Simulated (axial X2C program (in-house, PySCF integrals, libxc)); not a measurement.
**Density and ELF of WB**

All values were computed with an axial X2C code built on PySCF integrals. Two-component (2c) means X2C with spin–orbit coupling and atomic mean-field two-electron Coulomb and Gaunt terms. Basis: W dyall-cv3z [13s14p9d7f4g], B dyall-v3z [7s6p2d1f] (cores contracted in-house); Gaussian nuclei, density fitting, unrestricted open shells. Masses: W 183.951 u, B 11.009 u.

PBE0, 2c, state Ω = 5/2 (⟨Sz⟩ = 2.44, ⟨Lz⟩ = 0.06 at PBE0); W at z = 0, B at z = 2.082 Å.

The maps cover the half plane through the axis: z from -2.4 to 4.2 Å along the bond, ρ from 0.15 to 2.25 Å away from it.

log10 of the density in e/bohr³:

```
 ρ\z  -2.4  -1.8  -1.2  -0.6   0.0   0.6   1.2   1.8   2.4   3.0   3.6   4.2
0.15  -2.8  -2.1  -1.3  -0.1   1.8  -0.1  -0.9  -0.5  -0.6  -1.3  -2.0  -2.8
0.45  -2.9  -2.2  -1.5  -0.4   0.4  -0.4  -1.0  -1.0  -1.0  -1.4  -2.1  -2.9
0.75  -3.0  -2.3  -1.7  -1.0  -0.4  -0.9  -1.3  -1.3  -1.3  -1.7  -2.3  -3.0
1.05  -3.1  -2.5  -2.0  -1.4  -1.1  -1.4  -1.6  -1.6  -1.7  -2.0  -2.5  -3.1
1.35  -3.3  -2.7  -2.2  -1.8  -1.6  -1.8  -1.9  -2.0  -2.1  -2.3  -2.8  -3.4
1.65  -3.5  -3.0  -2.5  -2.2  -2.0  -2.1  -2.3  -2.4  -2.5  -2.7  -3.1  -3.6
1.95  -3.7  -3.2  -2.8  -2.5  -2.4  -2.5  -2.7  -2.8  -2.9  -3.1  -3.4  -3.9
2.25  -4.0  -3.5  -3.2  -2.9  -2.8  -2.9  -3.1  -3.2  -3.3  -3.4  -3.7  -4.1
```

Electron localisation function (collinear form, no current term, damped to 0 at low density):

```
 ρ\z  -2.4  -1.8  -1.2  -0.6   0.0   0.6   1.2   1.8   2.4   3.0   3.6   4.2
0.15  0.53  0.57  0.40  0.59  0.26  0.54  0.76  0.13  0.09  1.00  1.00  0.93
0.45  0.49  0.54  0.34  0.57  0.35  0.50  0.72  0.21  0.40  0.99  0.99  0.90
0.75  0.41  0.48  0.30  0.38  0.62  0.35  0.65  0.66  0.88  0.99  0.99  0.81
1.05  0.29  0.41  0.32  0.32  0.48  0.33  0.57  0.61  0.84  0.96  0.96  0.59
1.35  0.17  0.34  0.34  0.36  0.45  0.39  0.46  0.45  0.71  0.90  0.86  0.27
1.65  0.07  0.25  0.33  0.40  0.44  0.39  0.32  0.27  0.48  0.71  0.55  0.07
1.95  0.02  0.14  0.26  0.35  0.39  0.32  0.19  0.13  0.23  0.34  0.16  0.01
2.25  0.01  0.06  0.16  0.25  0.27  0.20  0.09  0.05  0.07  0.07  0.02  0.00
```

Axial spin density in 10⁻³ e/bohr³:

```
 ρ\z  -2.4  -1.8  -1.2  -0.6    0.0   0.6   1.2    1.8    2.4    3.0   3.6   4.2
0.15   0.5   2.3  10.0  78.1   89.5  76.6  -1.1  -11.7  -21.3  -12.3  -2.5  -0.5
0.45   0.5   2.2  10.1  71.5   47.3  72.6   9.4   12.0   -2.2   -7.6  -2.0  -0.4
0.75   0.4   1.9   8.8  48.3  101.1  53.2  13.9   12.6    2.9   -3.3  -1.2  -0.3
1.05   0.3   1.5   6.5  26.6   51.2  30.2  11.0    7.6    2.6   -1.0  -0.6  -0.2
1.35   0.3   1.0   4.1  13.1   21.9  14.8   6.6    3.9    1.5   -0.2  -0.3  -0.1
1.65   0.2   0.7   2.3   6.1    9.1   6.8   3.4    1.9    0.8    0.0  -0.1  -0.1
1.95   0.1   0.4   1.2   2.7    3.8   2.9   1.6    0.9    0.4    0.0  -0.1   0.0
2.25   0.1   0.2   0.6   1.1    1.5   1.2   0.7    0.4    0.2    0.0   0.0   0.0
```

Density functionals use the spin component along the axis (collinear). The state is one determinant with fixed occupations, lowest in a PBE0 search at one distance only: followed along the bond, the 2c determinant Ω = 7/2 reaches 0.16 eV lower at PBE0, at Re = 1.939 Å, so the state shown is not the lowest. With several unpaired electrons one determinant need not be a pure state. This is the top spin component of a Σ state; components of lower Ω are not single determinants and can lie lower. The determinant is spin-polarised beyond a pure state at some levels (its spin-free form has ⟨S²⟩ too high), which makes Re and μ there less reliable.
